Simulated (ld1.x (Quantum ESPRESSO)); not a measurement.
**Before and after: TM potential for Ca**

ld1.x (Quantum ESPRESSO) 7.5 input, shortened:

```
&input
   title='Ca', zed=20., rel=1, dft='PBE', iswitch=3,
   config='[Ar] 3d0 4s1 4p1'
 /
 &inputp
   pseudotype=2, tm=.true., lloc=2,
   nlcc=.true., new_core_ps=.true., rcore=1.15
 /
3
4S  1  0   1.00   0.00  2.70  2.70  0.0
4P  2  1   1.00   0.00  4.15  4.15  0.0
3D  3  2   0.00   0.00  2.30  2.30  0.0
 &test
   configts(1)='3d0 4s1 4p1'
 /
```

All-electron outer shells of the reference configuration (PBE, scalar-relativistic, ld1.x):

```tsv
shell	level (eV)	outermost node (bohr)	outermost maximum (bohr)
3s	-48.45	0.45	0.99
3p	-29.35	0.42	1.04
4s	-4.42	1.42	3.33
3d	-3.03	–	1.26
4p	-1.94	1.62	4.28
```

Change: all radii but the core radius scaled by about 1.26 (s 3.40, p 5.24, d 2.90 bohr).

Cutoffs: the cutoffs (Ry, on a coarse ladder) from which the occupation-weighted sum of valence levels, in a spherical-Bessel basis at the reference potential, stays within 10 and 1 mRy of its value at 400 Ry; they do not see the model core or the augmentation charge, which bear on the density cutoff. Errors are all-electron minus pseudo energies relative to the spin-unpolarised reference configuration.

Q: Predict the effect on cutoff, ghosts and configuration errors.

A: Both files are very soft, the changed one slightly softer (loose and tight cutoff 6 and 10 Ry → 6 and 8 Ry on this coarse ladder); both files keep a bound ghost (p, s); the number of tests that count goes from 7 to 6; of the 6 tests that both files solve, the error grows in 1 and shrinks in 5 by more than 15 % and 0.3 meV (median size 33.6 → 21.9 meV).

| quantity | base | changed |
| --- | --- | --- |
| cutoff, loose | 6 Ry | 6 Ry |
| cutoff, tight | 10 Ry | 8 Ry |
| bound ghosts | s, p | s, p |
| tests counted (converged, no solver errors) | 7 of 7 | 6 of 7 |
| error for 3d0 4s2 4p0, meV [ΔE -2.42 eV] | -4.2 | -1.3 |
| error for 3d0 4s1 4p0, meV [ΔE 3.89 eV] | +0.6 | -2.7 |
| error for 3d0 4s1.5 4p0, meV [ΔE 0.08 eV] | -2.5 | -1.7 |
| error for 3d1 4s0 4p0, meV [ΔE 5.27 eV] | -238 | -141 |
| error for 3d1 4s1 4p0, meV [ΔE -0.14 eV] | -144 | -97 |
| error for 3d0.5 4s1.5 4p0, meV [ΔE -1.37 eV] | -63 | -41 |

Base: The cutoffs count occupied waves only; the empty 3d level needs 35 Ry at the loose tolerance. Changed file: The cutoffs count occupied waves only; the empty 3d level needs 25 Ry at the loose tolerance. Tests not counted: 3d0 4s0 4p1 (solver errors, printed error +1.3 eV). A true bound ghost makes a file unfit for plane-wave use even where its test errors are small: the radial tests pick states by their node count and pass the ghost by. Where a test does run into it, the solver fails or the error is huge.
